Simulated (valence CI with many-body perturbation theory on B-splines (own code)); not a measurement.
# Nb²⁸⁺: input, log and results

Computed by configuration interaction combined with many-body perturbation theory (CI+MBPT): three valence electrons over a frozen Dirac-Fock core [Ne], a basis of 6 s, 6 p, 5 d, 3 f, 1 g functions for each j, with the one-electron correlation potential Σ1 (screened to all orders), the two-electron term Σ2, the three-electron term Σ3, Breit, model QED; selected single and double excitations, second order for the rest, scaled by the run's own slope (own B-spline code, finite nucleus).

Command, and the settings that its task file holds:

```sh
python run_cv.py task.json out
```

```
atom Nb  Z=41  mass_number=93  rms_radius_fm=4.3240
core [Ne]
valence 3s2 3p1
avg = 1
basis = S
breit = 1
cap = 10000
capref = 1200
cscale = 1
de = 0.0
dress = 0
eps = 2e-08
extrap = 1
h = 0.27
hh = 1
l2 = 3
lcore = 6
maxit = 60
n2 = 5
natural = 1
nlev = 21
nno = [3, 3, 3, 2, 1]
nroot = 26
nsp = [3, 3, 2, 1, 0]
pt2 = 1
qed = 1
rpa = 1
s1 = 1
s2 = 3
s3 = 1
screen = 1
tol = 2e-05
whole = 1
```

It took 10 s on 1 thread of AMD EPYC 7R43 64-Core Processor (Zen 3), with other jobs on the host.

Log. The first blocks belong to the next ion, which gives the ionisation energy. Fields: 2J, parity (1 odd), roots, reference size, generating configurations, candidates as configurations/state functions, variational space P, stored matrix elements, Davidson steps; e2 is the range of second-order energies in hartree. The first line gives the box (bohr), its intervals, the orbitals and the steps of their self-consistent field. Window is the range of levels sought, series limit the energy at which the first omitted orbital would enter, core excitation an estimate of the first excitation out of the core, left out the lowest levels not solved, and shifts from estimates the range by which levels moved from their first estimate, all in cm⁻¹.

```
rmax 2.9 intervals 57 orbitals 36 references ['3s2 3p', '3s 3p2', '3s2 3d', '3p3', '3s 3p 3d'] scf 3 t 0.7
2J=0 par=0 roots 2 ref 15 generators 4 cand 92/92 P 107/107 nnz 0 it 0
   second order: generators 7 cand 0/0 e2 -0.00000 -0.00000
reference levels 467, estimated 47, window 1578395 1/cm; series limit 8263745, core excitation 18229414
2J=1 par=1 roots 4 ref 37 generators 9 cand 38/65 P 1025/1521 nnz 0 it 3
2J=1 par=1 roots 4 ref 37 generators 10 cand 86/139 P 1111/1660 nnz 0 it 4
   second order: generators 16 cand 463/693 e2 -0.00000 -0.00000
2J=3 par=1 roots 6 ref 60 generators 14 cand 45/117 P 1202/2470 nnz 0 it 3
2J=3 par=1 roots 6 ref 60 generators 14 cand 79/204 P 1281/2674 nnz 1.2e+06 it 4
   second order: generators 16 cand 340/751 e2 -0.00000 -0.00000
2J=1 par=0 roots 4 ref 47 generators 10 cand 125/199 P 992/1474 nnz 0 it 4
2J=1 par=0 roots 4 ref 47 generators 10 cand 67/104 P 1059/1578 nnz 0 it 4
   second order: generators 17 cand 650/992 e2 -0.00000 -0.00000
2J=3 par=0 roots 5 ref 73 generators 11 cand 82/171 P 1117/2253 nnz 0 it 3
2J=3 par=0 roots 5 ref 73 generators 12 cand 139/327 P 1256/2580 nnz 1.1e+06 it 4
   second order: generators 21 cand 770/1796 e2 -0.00000 -0.00000
2J=5 par=0 roots 4 ref 71 generators 12 cand 55/128 P 1129/2394 nnz 0 it 4
2J=5 par=0 roots 4 ref 71 generators 13 cand 125/343 P 1254/2737 nnz 1.2e+06 it 5
   second order: generators 18 cand 812/2265 e2 -0.00001 -0.00000
2J=5 par=1 roots 5 ref 55 generators 8 cand 59/165 P 1185/2663 nnz 1.2e+06 it 3
2J=5 par=1 roots 5 ref 55 generators 12 cand 71/207 P 1256/2870 nnz 1.4e+06 it 4
   second order: generators 16 cand 815/2104 e2 -0.00000 -0.00000
2J=7 par=1 roots 2 ref 36 generators 3 cand 55/143 P 970/2071 nnz 0 it 3
2J=7 par=1 roots 2 ref 36 generators 7 cand 87/246 P 1057/2317 nnz 0 it 3
   second order: generators 7 cand 143/339 e2 -0.00000 -0.00000
2J=9 par=1 roots 1 ref 14 generators 1 cand 154/346 P 639/1263 nnz 0 it 0
2J=9 par=1 roots 1 ref 14 generators 2 cand 79/174 P 718/1437 nnz 0 it 4
   second order: generators 5 cand 442/1095 e2 -0.00000 -0.00000
left out: unestimated 2305685, estimated 1687997, shifts from estimates -1 to 0
operators 0.6
```

The Davidson iterations converged. The settings are bad on purpose, so the numbers may not be properties of the ion.

The last digits are not significant, and no measured levels were compared; by estimate large intervals hold to a few tenths of a per cent, small ones and those within an open d or f shell to about a per cent.

| Quantity | Value |
| --- | --- |
| Valence energy | -176.7616 hartree |
| Ionisation energy | 1501.1 eV (NIST: 1488 ± 7 eV (semi-empirical)) |
| Reference configurations for the orbitals | 3s2 3p, 3s 3p2, 3s2 3d, 3p3, 3s 3p 3d |
| Radial orbitals | 36 |
| Box radius | 2.906 bohr |
| Largest variational space | 2870 |
| Lowest levels | 3s2 3p 2P°_1/2 0, 3s2 3p 2P°_3/2 182310, 3s 3p2 4P_1/2 519890, 3s 3p2 4P_3/2 632950, 3s 3p2 4P_5/2 684620, 3s 3p2 2D_3/2 772840, 3s 3p2 2P_1/2 841140, 3s 3p2 2D_5/2 857430, 3s 3p2 2P_3/2 1016200, 3s 3p2 2S_1/2 1026700, 3s2 3d 2D_3/2 1082400, 3s2 3d 2D_5/2 1097700, 3p3 2D°_3/2 1336700, 3s 3p 3d 4F°_3/2 1434200 cm⁻¹ |

Names give the largest LS component (configuration and term), which can be under half, so a name can repeat, a term be missing and a line seem to break the LS rules; names also repeat where a configuration has a term twice.
